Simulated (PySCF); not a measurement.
Ga(Br)3, Br3Ga, SMILES [Br][Ga]([Br])[Br] (B3LYP/def2-SVP optimised geometry):

```
4

Ga    -0.571    -0.001     0.000
Br     1.716    -0.001     0.000
Br    -1.711     1.981     0.000
Br    -1.716    -1.981     0.001
```

Calculation: B3LYP/def2-TZVP (PySCF).

Q: What are the frontier orbital energies and the dipole moment?

A: HOMO-2 -8.74 eV, HOMO-1 -8.73 eV, HOMO -8.43 eV, LUMO -2.75 eV, LUMO+1 -2.04 eV; dipole moment 0.00 D.

On the same geometry PBE/def2-TZVP run with PySCF gives HOMO-2 -7.73 eV, HOMO-1 -7.73 eV, HOMO -7.41 eV, LUMO -3.31 eV, LUMO+1 -2.56 eV; dipole moment 0.00 D.

Meta-Löwdin charges at B3LYP/def2-TZVP: Ga1 0.60, Br2 -0.20, Br3 -0.20, Br4 -0.20.
